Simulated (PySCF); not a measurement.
[MoF4]+: bond length varied

The complex [MoF4]+ (charge +1) contains Mo(V), shell d1. The structure is a model geometry with rigid ligands and bond lengths from ionic radii, not a minimum; coordination tetrahedral, point group Td, metal–donor distances 1.79 Å.

The d shell alone is too small an active space for [MoF4]+ (an active orbital has only 0.64 squared overlap with the free ion's shell): its levels, fitted parameters, g values and moments show what this model gives and aren't sound predictions.

```
5

Mo    0.0000    0.0000    0.0000
F     1.0335    1.0335    1.0335
F    -1.0335   -1.0335    1.0335
F    -1.0335    1.0335   -1.0335
F     1.0335   -1.0335   -1.0335
```

Method (PySCF 2.14, density fitting): CASSCF(1,5) with orbitals averaged over all microstates of the shell, strongly contracted NEVPT2 on the averaged canonical orbitals; basis x2c-TZVPall on the metal, x2c-SVPall elsewhere; spin-free X2C; gas phase; spin-orbit coupling by state interaction with the mean-field operator over all roots.

All metal–ligand distances are scaled together.

```csv
bond length,group,ground,next state (NEVPT2) / cm⁻¹,orbital energies above the lowest (NEVPT2 fit) / cm⁻¹,μeff(300 K) / μB
1.647 Å,Td,2E,2T2 22047,0 0 22047 22047 22047,1.68
1.718 Å,Td,2E,2T2 19586,0 0 19586 19586 19586,1.67
1.790 Å,Td,2E,2T2 17490,0 0 17490 17490 17490,1.65
1.862 Å,Td,2E,2T2 15812,0 0 15812 15812 15812,1.64
1.933 Å,Td,2E,2T2 14559,0 0 14559 14559 14559,1.63
```

(1) With what power of the bond length does 10Dq, as fitted to the states, fall?

At 1.647 Å, 1.718 Å, 1.790 Å, 1.862 Å, 1.933 Å the ground state is orbitally degenerate, so the regular structure would distort there (Jahn–Teller).

The geometry is a model, and the complex may not exist in this form. Charge-transfer states lie outside this active space and may come lower than some of these levels. NEVPT2 on the d shell alone tends to put d–d bands too high for such charged or covalently bound ions.

## Answers

(1) A log–log fit of these points gives 10Dq ∝ R^−2.6; a point-charge model has R^−5 (correlation -0.999).
